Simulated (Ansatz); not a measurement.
Several settings on one geometry of KNa₃ (the lowest singlet isomer of a short search) (that of the charge 0 singlet, r2SCAN/def2-TZVP). Ansatz on 4 threads of Arm Neoverse V1 on a shared host; times are rough.

```xyz
4

Na   -0.631    1.320    0.596
Na    0.641   -1.181   -0.829
Na    0.161    1.740   -2.889
K    -0.171   -1.879    3.123
```

Totals from different functionals, basis sets or treatments of relativity can't be compared as stabilities.

DK, ANO-RCC and x2c sets are all-electron and run with scalar relativity unless a key says otherwise. The 6-31G sets use Cartesian d functions. B3LYP takes the VWN-RPA correlation.

At r2SCAN/def2-TZVP a triplet lies 0.07 eV below the restricted singlet of charge 0, at its own geometry.

The spins typed aren't always the lowest for that charge.

Problem. Give the basis size and estimate the energy, ⟨S²⟩ and time of these runs.

```csv
run,method,charge,state,further keys
1,RKS r2SCAN0/x2c-TZVPPall,0,singlet,"point_charges: [{charge: -1.00, position_ang: [4.815, 0.395, -0.060]}]; scf: {omitted_lower_state_checks: [starts]}"
2,UKS B3LYP/x2c-TZVPPall,1,doublet,scf: {lower_state_search: full}; forces asked
3,UKS r2SCAN/6-31G,0,singlet,scf: {omitted_lower_state_checks: [starts]}
4,RKS LDA (SPW92)/def2-mTZVPP,0,singlet,forces asked
```

Solution. 
```
run  functions  energy (Eh)  ⟨S²⟩  wall time
  1        129   -1089.5857     –      3.5 s
  2        129   -1089.6544  0.76       15 s
  3         68   -1086.5929  0.67       19 s
  4         60   -1082.5229     –     0.75 s
```

The restricted singlet is unstable towards broken spin symmetry at other levels; at RKS r2SCAN0/x2c-TZVPPall, RKS LDA (SPW92)/def2-mTZVPP this wasn't settled. At UKS r2SCAN/6-31G the unrestricted singlet has broken spin symmetry (⟨S²⟩ up to 0.67).
